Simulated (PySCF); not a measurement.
# Identify the compound

Molecular formula: C$_{5}$H$_{13}$NSi$_{2}$. Simulated spectra:

¹H NMR (400 MHz, computed): δ 6.60 (t, 1H), 4.17 (q, 2H), 3.44 (s, 2H), 3.42 (t, 3H), 3.04 (m, 2H), 2.00 (m, 2H), 0.32 (br s, 1H).

¹³C{¹H} NMR (computed): δ 146.9 (CH), 141.7 (C), 53.3 (CH2), 46.9 (CH2), 31.8 (CH2).

Theoretical values (PySCF 2.14.0 with density-fitted response routines): GIAO PBE0/pcSseg-1 shieldings, GFN2-xTB structure. Fast rotation and ring inversion assumed for equivalent nuclei, relativity neglected, one computed conformer, in vacuum.

References, each an isolated molecule treated in the same way: TMS for ¹H (31.72 ppm) and ¹³C (186.93 ppm).

Task: Propose a structure and justify it.

Result: 
The formula gives 2 degrees of unsaturation (1 ring in the answer). 5 carbon signals for 5 carbons: no two carbons are equivalent. Carbon types of the structure: 1 × C, 1 × CH, 3 × CH2, leaving 6 H on heteroatoms. δC 146.9: alkene CH; an sp2 carbon of a C=C bond. δC 141.7: fully substituted alkene carbon; the olefinic region. δC 53.3: allylic sp3 CH2 bonded to N; the inductive effect lowers its shielding. δC 31.8: allylic sp3 CH2; saturated and bonded to C and H only. δH 6.60: hydrogen on an alkene CH; attached to an sp2 carbon and in the plane of the double bond. δH 2.00: hydrogen on an allylic sp3 CH2; allylic position. δH 0.32: hydrogen on an amine nitrogen; exchangeable, gas-phase position.

These data were computed for SMILES C1C([SiH2][SiH3])=CCCN1.

This is the structure that produced the data.

Exchangeable OH/NH protons stand at their gas-phase positions; hydrogen bonding in a real sample shifts them, mostly to higher δ. Shifts are as computed. Against solution values, carbons near 30 ppm lie about +3 ppm off and those near 130 ppm about +5 ppm. Of 1211 compounds with measured shifts, 218 miss one by over three times the rms of a fit or turn the order of signals round; such compounds aren't used in these exercises. Multiplicities follow the n + 1 count of equivalent neighbours, as no J values were calculated; m marks all less simple cases, F and P coupling included.
